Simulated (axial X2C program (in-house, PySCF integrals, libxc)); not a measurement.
Nuclear properties of NiSe⁺

Calculated with an in-house all-electron X2C program for linear molecules (integrals from PySCF): two-component X2C with atomic mean-field Coulomb and Gaunt terms, Gaussian nuclei, basis Se dyall-cv3z, Ni dyall-cv3z with contracted cores.

R = 2.203 Å (near the PBE0 minimum at charge 1 of the determinant lowest at the starting distance; the state shown can have its own minimum elsewhere).

Input and command:
```json
{"zs": [34, 28], "q": 1, "bas": ["dyall-cv3z", "dyall-cv3z"], "r0": 2.08, "levels": ["PBE0", "HF", "BP86", "r2SCAN", "B3LYP"], "nst": 3}
```
```bash
python soeom.py task.json out
```

Keys: zs atomic numbers; q charge; bas basis sets; r0 starting distance in Å; levels methods; nst determinants followed.

Determinant lowest in the PBE0 search, Ω = 7/2 (⟨Sz⟩ = 1.50, ⟨Lz⟩ = 2.00 at PBE0), spin on the atoms Se 0.88, Ni 0.61:

```
 level  Eeff magnitude (GV/cm)  Ws magnitude Se (kHz)  Ws magnitude Ni (kHz)  A∥/gI Se (MHz)  qzz Se (a.u.)  A∥/gI Ni (MHz)  qzz Ni (a.u.)
  PBE0                 0.00981                0.00894                0.00485            -158          -3.92             297          -3.00
    HF                   0.211                 0.0174                 0.0148            -121          -6.36             251          -3.81
  BP86                  0.0889                0.00114                0.00327            -146          -2.47             318          -2.56
r2SCAN                   0.234                 0.0411                0.00255            -142          -2.94             313          -2.89
 B3LYP                   0.112                0.00472                0.00374            -142          -3.49             303          -2.85
```

Eeff is the effective electric field on the electron electric dipole moment in this Ω state and Ws the scalar–pseudoscalar constant of the nucleus named (defined with the proton number Z and per Ω); A∥ (defined per Ω) follows by multiplying with gI = μI/(I μN); qzz is the electric field gradient, eQq0 = 234.96 MHz × Q/barn × qzz. The operators were transformed with the bare-nucleus X2C matrices; with these basis sets, hyperfine constants and field gradients can be off by tens of per cent, and where levels differ in sign neither size nor sign is settled.

Problem. With gI(77Se) = 1.0701, gI(61Ni) = -0.5000, Q(61Ni) = 0.162 barn (g factors from the IAEA table of nuclear moments by Stone; Q from Pyykkö, Mol. Phys. 2018), turn the PBE0 values of the first state into constants in MHz.

Solution. A∥(77Se) = -158 × 1.0701 = -169 MHz; A∥(61Ni) = 297 × -0.5000 = -148 MHz; eQq0(61Ni) = 234.96 × (0.162) × (-3.00) = -114 MHz.

Each state is one determinant with collinear spin, which with several unpaired electrons need not be a pure state. Unrestricted Hartree–Fock can overshoot spin polarisation at the nuclei. In the state Ω = 7/2 the sign of Eeff differs between levels (BP86, B3LYP against PBE0). With several open shells hyperfine constants can be off by a factor of several. Where Eeff spreads by more than a factor of two the levels disagree and none is to be relied on. At BP86 a later determinant lies lower. States lie within half an eV, so the first need not be the ground state. The sign of Ws at Se differs between levels in the first state. Further determinants of the search, some of them spin-mixed, are not shown. Where a field gradient or hyperfine factor spreads by more than a factor of two over the levels, a constant derived from it is not to be relied on.
